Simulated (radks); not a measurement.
Values are calculated unless marked as measured or tabulated.
Problem. The mean radii <r> (bohr) of the occupied orbitals of an atom or ion are listed with their occupations. Code: a radial shooting solver on a logarithmic mesh with Libxc functionals. Model: scalar-relativistic Kohn-Sham, PBE, spin-polarised, spherical densities, finite nucleus; Fermi nuclear charge, rms radius of each element as measured or else 0.836 A^(1/3) + 0.57 fm.

orbital  occ.      <r>
1s up       1  0.02363
1s down     1  0.02363
2s up       1   0.1010
2s down     1   0.1010
2p up       3  0.08879
2p down     3  0.08879
3s up       1   0.2664
3s down     1   0.2662
3p up       3   0.2645
3p down     3   0.2643
3d up       5   0.2418
3d down     5   0.2415
4s up       1   0.6085
4s down     1   0.6081
4p up       3   0.6450
4p down     3   0.6443
4d up       5   0.7111
4d down     5   0.7099
5s up       1    1.471
5p up       3    1.708
5p down     3    1.753
4f up       5    1.123

Name the element and its charge. Open shells, if any, are filled with parallel spins first.

Solution. Z = 60, neodymium, charge +2: Nd2+ in [Kr] 4d10 4f5 5s1 5p6. The 1s radius gives Z: for a bare nucleus <r> = (2 gamma + 1)/(2Z) with gamma = sqrt(1 - (Z/c)^2), 0.02332 bohr for Z = 60, and screening makes it slightly larger (0.02363 here). The occupations add up to 58, and the charge is Z minus that.
